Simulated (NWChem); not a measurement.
System: SiNH3F2; SMILES N[SiH](F)F

```xyz
7

Si     0.0146    -0.0114     0.3352
N      0.2430     1.5661    -0.2352
F     -1.4037    -0.5636    -0.1996
F      1.0815    -1.0840    -0.2370
H      0.0828    -0.0428     1.8084
H      0.1194     1.8278    -1.2060
H      0.7934     2.2402     0.2815
```
Atoms are numbered in this order, from 1.

Computed with NWChem. Coordinates come from a PBE0/def2-SVP optimisation. Total energies compare along this basis series because the functional is fixed.

| level | basis functions | energy (Ha) | highest occupied level (eV) | orbital gap (eV) | dipole (D) | relative time |
|---|---|---|---|---|---|---|
| PBE/pcseg-1 | 75 | -545.4203 | -6.84 | 6.92 | 2.90 | 3 |
| PBE/aug-pcseg-1 | 123 | -545.4409 | -6.98 | 6.07 | 2.68 | 10 |
| PBE/pcseg-2 | 166 | -545.6319 | -6.94 | 6.47 | 2.74 | 20 |
| PBE/STO-3G | 27 | -538.3539 | -2.11 | 8.37 | 1.33 | 1 |
| PBE/def2-SVP | 75 | -545.1835 | -6.52 | 7.00 | 2.72 | 3 |

Times are rough ratios from one shared machine.
